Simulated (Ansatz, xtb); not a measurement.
Relative energy of two structures of H5InSi2

Structure X is `[SiH3][SiH2][In]`, a singlet and structure Y is a singlet given by its coordinates. Both are isolated molecules in the gas phase, relaxed with BLYP-D3(BJ)/def2-SVP.

X (Å):

```yaml
atoms:
  - { symbol: In, position_ang: [-2.0217, -2.0935, -2.8087] }
  - { symbol: Si, position_ang: [-2.5236, -0.6330, -0.4294] }
  - { symbol: Si, position_ang: [-0.5490, -0.3247, 0.8407] }
  - { symbol: H, position_ang: [-3.0811, 0.7579, -0.6624] }
  - { symbol: H, position_ang: [-3.5116, -1.3009, 0.5073] }
  - { symbol: H, position_ang: [-0.7204, 0.4376, 2.1282] }
  - { symbol: H, position_ang: [0.4796, 0.4080, 0.0179] }
  - { symbol: H, position_ang: [0.0507, -1.6634, 1.1875] }
```

Y (Å):

```yaml
atoms:
  - { symbol: In, position_ang: [-0.4591, 0.0775, 0.6500] }
  - { symbol: Si, position_ang: [-0.2672, -0.5175, -1.9883] }
  - { symbol: Si, position_ang: [-0.3263, 1.0247, 3.0335] }
  - { symbol: H, position_ang: [-0.9515, -1.8229, -2.2904] }
  - { symbol: H, position_ang: [-0.9179, 0.5528, -2.8242] }
  - { symbol: H, position_ang: [-1.8695, 0.9228, 3.0588] }
  - { symbol: H, position_ang: [1.1713, -0.6352, -2.4175] }
  - { symbol: H, position_ang: [-0.0691, -0.4294, 3.4941] }
```

Close contacts (Å): In1–Si2 2.71, In1–Si3 2.57, Si2–H4 1.50, Si2–H5 1.51, Si2–H7 1.51, Si3–H6 1.55, Si3–H8 1.55.

Which of the two would you expect CCSD(T)/def2-TZVP electronic energies to favour?

Structure X; the calculation gives E(Y) − E(X) = +26.0 kcal/mol.

The same difference at several levels:

```json
{"level": "BLYP-D3(BJ)/def2-SVP", "geometry": "BLYP-D3(BJ)/def2-SVP", "E(Y) − E(X) (kcal/mol)": "+25.0", "departure from the last row (kcal/mol)": "−0.9", "job, with rough time for the two": "optimisation, 20 s"}
{"level": "HF/def2-TZVP", "geometry": "BLYP-D3(BJ)/def2-SVP", "E(Y) − E(X) (kcal/mol)": "+33.5", "departure from the last row (kcal/mol)": "+7.5", "job, with rough time for the two": "part of the CCSD(T) run"}
{"level": "MP2/def2-TZVP", "geometry": "BLYP-D3(BJ)/def2-SVP", "E(Y) − E(X) (kcal/mol)": "+26.6", "departure from the last row (kcal/mol)": "+0.7", "job, with rough time for the two": "part of the CCSD(T) run"}
{"level": "CCSD(T)/def2-TZVP", "geometry": "BLYP-D3(BJ)/def2-SVP", "E(Y) − E(X) (kcal/mol)": "+26.0", "departure from the last row (kcal/mol)": "", "job, with rough time for the two": "single point, 20 s"}
```

The levels shown agree on the order. The largest departure from CCSD(T)/def2-TZVP is that of HF/def2-TZVP, 7.5 kcal/mol. Levels run at GFN2-xTB geometries aren't shown.

With harmonic frequencies from BLYP-D3(BJ)/def2-SVP (ideal gas, rigid rotor, one conformer each, 298.15 K, 1 atm): on the last row, ΔE + ΔZPE = +24.2 kcal/mol. A mode under 50 cm⁻¹ makes harmonic enthalpies and free energies unreliable, so none is given.

The correlated steps freeze 14 core orbitals; the filled d shell of In is correlated, in a basis made for valence electrons. Atoms past krypton carry core potentials in the def2 sets and no spin–orbit term is included. Run with Ansatz 0.2.0; the last row on 2 threads of Intel(R) Xeon(R) 6975P-C (Granite Rapids) on a shared host.
